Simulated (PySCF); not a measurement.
C4H2BrF, SMILES Br/C(C#C)=C/F. Heavy atoms are numbered as in [CH:1]#[C:2]/[C:3]([Br:4])=[CH:5]\[F:6]. Hydrogens are named by the atom that carries them.

Geometry: PBE0-D3(BJ)/def2-SVP. The structure was generated by enumeration; whether it is a known compound was not checked.

Level of theory: M06-2X/def2-TZVP in PySCF.

ESP charges are fitted to the potential on shells at 1.4 to 2.0 van der Waals radii. Atomic charges (e), one atom of each kind:

| atom | Löwdin | ESP fit |
|---|---|---|
| C1 (CH) | -0.05 | … |
| C2 | -0.12 | … |
| C3 | -0.44 | -0.43 |
| Br4 | 0.39 | 0.01 |
| C5 (CH) | -0.26 | 0.30 |
| F6 | 0.21 | … |
| H on C1 | 0.13 | 0.36 |
| H on C5 | 0.14 | … |

Question: Some entries are withheld; supply them. (An estimate is asked for; the answer gives what the named calculation found.)

Answer: 
- C1 (CH), ESP fit: -0.58
- C2, ESP fit: 0.40
- F6, ESP fit: -0.17
- H on C5, ESP fit: 0.11

Computed Mayer and Wiberg (Löwdin basis) orders of the bonds:
```csv
bond,Mayer,Wiberg
C1–C2,2.94,2.88
C2–C3,1.13,1.34
C3–Br4,1.16,1.53
C3–C5,1.76,1.92
C5–F6,1.07,1.80
```
